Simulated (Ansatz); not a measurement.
This geometry of CH$_{8}$AlBSSi$_{2}$ (14 atoms, charge 0, multiplicity 1) is a first-order saddle point.

The calculation used Ansatz 0.2.0, RKS B3LYP-D4/def2-SVP.

```xyz
14
Properties=species:S:1:pos:R:3
Si -1.323 -0.636 1.003
C 0.009 0.116 -0.111
Si 1.599 -0.879 -0.001
B 0.176 1.658 0.192
S -0.552 2.775 -1.073
Al -0.666 0.709 -1.844
H -2.432 -1.225 0.187
H -0.761 -1.721 1.860
H -1.930 0.404 1.885
H 2.622 -0.319 -0.939
H 1.354 -2.301 -0.388
H 2.170 -0.858 1.379
H 0.757 2.136 1.135
H -1.035 0.112 -3.255
```

Question: Which two structures does it join? (They come from a converged band through this point; their orientation in space is the band's.)

Answer: No bond is made or broken. The dihedral H8–Si1–C2–Si3 goes from -52 to 67°. The two ends are copies of one structure, up to a mirror image or an exchange of like atoms.

Initial state:

```xyz
14
Properties=species:S:1:pos:R:3
Si -1.324 -0.654 0.990
C -0.002 0.086 -0.127
Si 1.698 -0.594 0.308
B -0.070 1.665 -0.123
S -0.815 2.414 -1.623
Al -0.576 0.250 -1.988
H -2.685 -0.271 0.497
H -1.232 -2.144 0.981
H -1.193 -0.179 2.401
H 2.730 -0.015 -0.606
H 1.723 -2.079 0.148
H 2.082 -0.263 1.712
H 0.353 2.384 0.749
H -0.703 -0.630 -3.290
```

Final state:

```xyz
14
Properties=species:S:1:pos:R:3
Si -1.318 -0.627 1.020
C 0.000 0.113 -0.102
Si 1.568 -0.926 -0.069
B 0.249 1.637 0.232
S -0.468 2.822 -0.972
Al -0.714 0.787 -1.791
H -1.545 -2.061 0.671
H -0.939 -0.544 2.462
H -2.612 0.103 0.838
H 2.578 -0.357 -1.015
H 1.278 -2.327 -0.496
H 2.178 -0.962 1.294
H 0.885 2.057 1.168
H -1.151 0.255 -3.210
```

Question: How far does it lie above each of them?

Answer: 1.3 kcal/mol above the first and 1.3 kcal/mol above the second. This is the barrier of this one path; another mechanism may lie lower.

Run time: 2.6 min on 2 threads of Intel(R) Xeon(R) Platinum 8488C (Sapphire Rapids), on a shared host, peak memory 0.41 GiB.
